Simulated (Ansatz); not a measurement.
Consider the atomization: `C[BH][GeH2][F]` → B• + C• + F• + Ge• + 6 H•.

Gas-phase electronic energies from Ansatz, PBE0-D4/def2-TZVP geometries. CCSD(T)/CBS adds triple-zeta CCSD(T) − MP2 to the extrapolated MP2 energy (def2 sets, frozen cores). This one scheme is used for every species, atoms too. Functionals use def2-TZVPP. B3LYP here is the variant with VWN-RPA as its local correlation; programs differ in this. Open shells (•) are unrestricted, without spin–orbit coupling. Spin–orbit coupling would lower the free atoms: a little for B, C, F; clearly for Ge. For Ge outer-core shells are correlated without core-valence functions, so the limit isn't a true one: a few kJ/mol of doubt a bond, and 10 to 20 or more in all where bonds break to atoms. Scalar relativity is left out up to krypton. One conformer a species, not always the lowest.

```
         level  ΔE (kcal/mol)
        PBE-D4          817.7
        r2SCAN          814.1
         B3LYP          804.1
CCSD/CBS(def2)          801.8
```

Task: What does CCSD(T)/CBS give? (Best estimate.)

Result: Computed: +810.6 kcal/mol. The listed levels differ from it by 7.1, 3.5, -6.5, -8.8 kcal/mol.

Largest T1 diagnostic among the species: 0.014.

From PBE to PBE0 (25 % exact exchange), in def2-TZVPP and without D4, ΔE moves by −8.5 kcal/mol: exact exchange takes away binding that semilocal exchange gives to molecules. In def2-TZVPP, CCSD(T) changes the Hartree–Fock value by +178.1 kcal/mol (the triples alone add +8.8 kcal/mol) and MP2 by +185.0 kcal/mol; breaking electron pairs costs correlation energy, which Hartree–Fock lacks. The D4 term adds +5.9 kcal/mol with B3LYP and +3.1 kcal/mol with PBE0; it sums over pairs of atoms, weighted by their polarisabilities, and B3LYP, whose exchange is more repulsive, gets the larger term.

For atomizations the MP2-based limit and the directly extrapolated one differ by several kJ/mol either way, and by 10 to 25 for some Ge, Se and Sn compounds, so smaller differences from it don't rank the levels.
